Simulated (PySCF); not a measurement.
# Dipole response of In(2+) (indium, charge +2)

[Kr] 4d10 5s1, 2S determinant. Calculation: PySCF 2.14, in x2c-TZVPPall with one added diffuse shell each of s, p, d, f type (9s7p5d3f, 76 functions); the spin-free X2C one-electron Hamiltonian (Gaussian nucleus). Coupled (time-dependent) response in atomic units; α is the mean over directions.

| method | mean α (bohr³) | C₆ (like pair) | S(−4) |
| --- | --- | --- | --- |
| UHF | 17.38 | 81.63 | 234.7 |
| PBE | 13.31 | 63.62 | 113.3 |
| PBE0 | 14.06 | 66.64 | 132.8 |
| TPSS | 14.23 | 68.48 | 133.1 |

S(−4) is the Cauchy moment in α(ω) = α(0) + S(−4) ω² + …

α(iu) at PBE0:

```
u (hartree)  α(iu) (bohr³)
          0          14.06
     0.0500          13.73
      0.100          12.88
      0.200          10.51
      0.300          8.388
      0.500          5.774
      0.750          4.177
       1.00          3.293
       1.50          2.294
       2.00          1.717
       3.00          1.068
       5.00         0.5168
```

For an ion, C₆ is the dispersion term alone; charge-induced terms of lower order in 1/R come first.
